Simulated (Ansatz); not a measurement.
CBr₃, SMILES Br[C+](Br)Br, charge +1.

Geometry optimised at B3LYP-D3(BJ)/def2-SVP.

Two levels are set side by side: PBE/def2-TZVPD (Ansatz, a quantum-chemistry and plane-wave program) and PBE0/def2-TZVPD (Ansatz). Energy differences of separate SCF runs at the same geometry; the states with an electron removed or added have multiplicity 2 and 2. Differences are taken from unrounded values.

| quantity | PBE0 | PBE | PBE minus PBE0 |
|---|---|---|---|
| vertical ionisation energy (eV) | 16.12 | 15.63 | -0.50 |
| vertical electron affinity (eV) | 7.81 | 7.45 | -0.36 |
| vertical singlet–triplet gap (eV) | 2.51 | 2.40 | -0.11 |
